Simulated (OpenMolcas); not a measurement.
# Ir5+: moving or changing the point charges

Ir5+ among 4 point charges of -1.5 e arranged as a square (D4h), 1.92 Å from the ion.
```
   1.9200    0.0000    0.0000  -1.50
   0.0000    1.9200    0.0000  -1.50
  -1.9200    0.0000    0.0000  -1.50
   0.0000   -1.9200    0.0000  -1.50
```

```yaml
Program: OpenMolcas 26.06
Method: CASSCF
Basis: ANO-RCC-VDZP [7s6p4d2f]
Scalar_Hamiltonian: DKH2, point nucleus
Active_space: 4 electrons in 5 orbitals (5d)
State_averaging: 2S+1 = 5 even, 5 roots; 2S+1 = 3 even, 45 roots; 2S+1 = 1 even, 50 roots
Spin-orbit_coupling: state interaction with AMFI integrals over the reference wave functions
```

Runs around this geometry, states (labels of D4, the rotations of D4h). Energies in cm-1 above the lowest state or level, χT in cm3 K/mol.

| R (Å) | q (e) | Ground state | First state of that spin | First gap with spin-orbit (degeneracies) | χT at 300 K | First state of another spin |
| --- | --- | --- | --- | --- | --- | --- |
| 1.92 | -1.2 | 5B1 | 5B2 5661 | 2327 (1, 1) | 0.123 | 3E 21329 |
| 1.84 | -1.5 | 5B1 | 5B2 8537 | 1833 (1, 1) | 0.188 | 3E 21016 |
| 1.92 | -1.5 | 5B1 | 5B2 6983 | 2009 (1, 1) | 0.157 | 3E 21196 |
| 2.14 | -1.5 | 5B1 | 5B2 4157 | 2525 (1, 1) | 0.104 | 3E 21280 |

Taking the first state of the same spin as R^-n, n = -ln(4157 / 8537) / ln(2.14 / 1.84) = 4.8 between the shortest and longest distance.

Scaling the charges by -1.2 / -1.5 = 0.80 scales the first state of the same spin by 5661 / 6983 = 0.81; with fixed orbitals a first-order splitting would follow the charge.

Without dynamic correlation the repulsion within the d shell is too large (B by tens of per cent), so at a given field states of lower spin stand too high. Point charges give a weaker field than real ligands, and real ions of this kind are as a rule low spin; the high spin found here belongs to the model. Spin-orbit coupling mixes the spin-free states strongly: the lowest level takes only 45 % from its leading state, 5B1 (figures for R = 1.92, q = -1.2; the like holds for R = 1.84, q = -1.5, R = 1.92, q = -1.5, R = 2.14, q = -1.5). Point charges carry no covalency, so the field is a model and not that of real ligands. No measured value stands beside these numbers.
